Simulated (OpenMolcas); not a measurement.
**What dynamic correlation does to the levels of Re3+**

| Item | Value |
| --- | --- |
| Program | OpenMolcas |
| Basis | ANO-RCC-VTZP [8s7p5d3f2g1h] |
| Scalar Hamiltonian | DKH2, point nucleus |
| Active space | 4 electrons in 10 orbitals (5d 6d) |
| State averaging | 2S+1 = 5 even, 5 roots; 2S+1 = 3 even, 45 roots; 2S+1 = 1 even, 50 roots |
| Spin-orbit coupling | state interaction with AMFI integrals over the reference wave functions, term energies averaged over their components |

Methods on the same reference wave functions:
A. CASSCF
B. SS-CASPT2, IPEA 0.25 Eh, imaginary shift 0.1 Eh (closed shells correlated: 5s 5p)
C. MS-CASPT2, IPEA 0.25 Eh, imaginary shift 0.1 Eh (closed shells correlated: 5s 5p)
D. XMS-CASPT2, IPEA 0.25 Eh, imaginary shift 0.1 Eh (closed shells correlated: 5s 5p)

Energies in cm-1 above 5d4 5D0, the measured ground level; measured values from the list in Brasseur, Gamrath and Quinet, At. Data Nucl. Data Tables 157, 101636 (2024).

| Level | A | B | C | D | Measured |
| --- | --- | --- | --- | --- | --- |
| 5d4 5D0 [68 %] | 0.0 | 0.0 | 0.0 | 0.0 | 0.0 |
| 5d4 5D1 | 2493 | 3170 | 3150 | 2960 | 3084 |
| 5d4 5D2 | 5184 | 6160 | 6120 | 5850 | 5979 |
| 5d4 5D3 | 7685 | 8640 | 8580 | 8330 | 8350 |
| 5d4 5D4 | 9893 | 10550 | 10490 | 10340 | 10121 |
| 5d4 3P0(1) [57 %] | 17432 | 15280 | 15210 | 15660 |  |
| 5d4 3H4 [58 %] | 18892 | 18150 | 18090 | 18280 | 16946 |
| 5d4 3G3 [58 %] | 22899 | 21270 | 21220 | 21530 | 19817 |
| 5d4 3H5 | 22983 | 22350 | 22280 | 22490 | 20930 |
| 5d4 3P1(1) | 23541 | 20610 | 20490 | 21060 | 19340 |
| 5d4 3F2(1) [71 %] | 24011 | 21440 | 21390 | 21760 | 19851 |
| 5d4 3H6 | 24991 | 24430 | 24370 | 24520 | 22896 |
| 5d4 3P2(1) [60 %] | 29336 | 26120 | 25900 | 26460 |  |
| 5d4 3F3(1) [56 %] | 30494 | 28350 | 28250 | 28580 | 26476 |
| 5d4 3D3 [61 %] | 32924 | 30230 | 30190 | 30490 | 28526 |
| 5d4 3G5 | 33173 | 31980 | 31920 | 32160 | 30052 |
| 5d4 1I6 | 35320 | 34430 | 34360 | 34420 | 32396 |
| 5d4 3D1 | 36294 | 33460 | 33440 | 33790 | 31543 |
| 5d4 1G4(1) [52 %] | 40468 | 38590 | 38490 | 38640 |  |
| 5d4 1S0(1) | 41838 | 38860 | 38620 | 39500 | 36484 |
| 5d4 1F3 [69 %] | 45532 | 41090 | 41030 | 41130 | 38458 |
| 5d4 3P2(2) | 50114 | 44880 | 44970 | 44970 |  |
| 5d4 3F4(2) [68 %] | 51760 | 47800 | 47790 | 47830 | 44726 |
| 5d4 3F2(2) [71 %] | 53395 | 49070 | 49010 | 48890 |  |

Deviations, from unrounded energies. A percentage is the sum of absolute deviations over the sum of measured energies, with the sign that they share, or ± where signs differ.

```json
{"Against measurement": "mean absolute deviation (cm-1)", "Levels": "18", "A": "3200", "B": "1500", "C": "1400", "D": "1600"}
{"Against measurement": "fine structure of the ground term (%)", "Levels": "4", "A": "-8.3", "B": "+3.6", "C": "+2.9", "D": "±1.8"}
{"Against measurement": "other terms of the ground configuration (%)", "Levels": "14", "A": "+14.5", "B": "+6.7", "C": "+6.4", "D": "+7.5"}
```

B, C lie about equally close to measurement and A furthest from it. The largest miss of C in the table is 5d4 3F4(2) [68 %], by +3100 cm-1. The ranking rests on the paired levels alone, and a cruder setting can come out closer through cancelling errors.

Among B to D the level of the table that moves most is 5d4 1S0(1), by 880 cm-1 (lowest in C, highest in D). Moves below CASPT2's spread within the term are not significant.

The mean deviations of B to D differ by less than CASPT2's widest spread within a term (1000 cm-1), so their order carries little weight.

From A to B the spin-free energies of the other terms of 5d4 shown, above 5D, scale by factors of 0.74 to 0.91, as is usual when dynamic correlation screens the repulsion within a d or f shell.

The lowest spin-free term lies below A's lowest term by 0.271 hartree in B, 0.271 hartree in C, 0.274 hartree in D.

CASPT2 breaks the degeneracy within a term, and the mean is taken; among the terms shown or strongly mixed into the levels shown the widest spread is 1000 cm-1 (5d4 1I, D). Active for correlation alone: 6d; no level in the range computed is led by a configuration that fills it, so any true level of that kind is missing. The CASPT2 spread within a term exceeds the gap to the next term for 5d4 3D and 5d4 1I, so the order of their levels is uncertain (figures for C; the like holds for D). Without dynamic correlation excited terms often stand tens of per cent too high (terms of higher spin than the ground term too low), and those without a measured partner can miss by more than the paired ones (holds for A). Some levels mix across a computed gap that differs much from the measured one, so their mixing is not that of the real levels (holds for A). Measured partners are found by configuration, term and J. A level has none where our copy of the source lacks it or the pairing is in doubt (some pairs that miss far off the trend of their configuration count as doubtful), and it then counts in no deviation. Only configurations of the active space appear. Levels that lie high or do not pair safely by name in every column are left out.

A share in square brackets marks a mixed level and gives the weight of the term that names it, the lowest over the columns. A number in round brackets counts repeated terms of one configuration in the order of the reference energies.
